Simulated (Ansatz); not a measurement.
Computed with Ansatz on PBE0-D4/def2-TZVP structures; ΔE is electronic, products minus reactants. CCSD(T)/CBS is the MP2 limit (def2-TZVPP, def2-QZVPP) plus CCSD(T) − MP2 in def2-TZVPP, frozen cores. This one scheme is used for every species. DFT in def2-TZVPP. B3LYP here is the variant with VWN-RPA as its local correlation; programs differ in this. Each species was taken in one conformer, which may not be the lowest.

Consider the formal hydrolysis of a B–Si bond: `[SiH3]B1CO1` + H₂O → `OB1CO1` + SiH₄.

```tsv
level	ΔE (eV)
B3LYP-D4	-1.28
r2SCAN0-D4	-1.28
CAM-B3LYP-D4	-1.33
PBE	-1.17
PBE0	-1.20
HF/def2-SVP	-1.61
CCSD/def2-SVP	-1.48
MP2/CBS(def2)	-1.20
```

**Question.** What does CCSD(T)/CBS give? (Estimate.)

**Answer.** Ansatz gave: -1.17 eV. The listed levels differ from it by -0.11, -0.11, -0.16, 0.00, -0.03, -0.44, -0.31, -0.03 eV.

Largest T1 diagnostic among the species: 0.016.

Leaving LDA and LC-ωPBE aside and taking each functional with its dispersion term where it has one, the values, not all of them listed here, spread over 0.20 eV, from BHLYP-D4 to revPBE-D4. LDA lies −0.08 eV from PBE without D4. From BLYP to BHLYP (50 % exact exchange), in def2-TZVPP and without D4, ΔE moves by −0.09 eV.
